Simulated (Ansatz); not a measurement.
Consider the substitution at a C–C bond: `[SiH3]CC=[Se]` + `O[SiH2]S` → `O[SiH2]SC[SiH3]` + `C=[Se]`.

Calculated with Ansatz (gas phase, PBE0-D4/def2-TZVP geometries, no zero-point term in ΔE). CCSD(T)/CBS is the MP2 limit (def2-TZVPP, def2-QZVPP) plus CCSD(T) − MP2 in def2-TZVPP, frozen cores. DFT in def2-TZVPP. B3LYP here is the variant with VWN-RPA as its local correlation; programs differ in this. For Se outer-core shells are correlated without core-valence functions, which leaves a few kJ/mol of doubt a bond. Scalar relativity is left out up to krypton. One conformer a species, not always the lowest.

```csv
level,ΔE (kJ/mol)
B3LYP-D4,54.9
ωB97X-V,52.8
HF/def2-TZVPP,59.0
CCSD(T)/def2-TZVPP,51.8
```

Problem. What does CCSD(T)/CBS give? (Best estimate.)

Solution. Computed: +50.1 kJ/mol. The listed levels differ from it by 4.8, 2.7, 8.9, 1.7 kJ/mol.

Largest T1 diagnostic among the species: 0.016.

The D4 term adds −5.0 kJ/mol with B3LYP and −2.8 kJ/mol with PBE0; it sums over pairs of atoms, weighted by their polarisabilities, and B3LYP, whose exchange is more repulsive, gets the larger term.
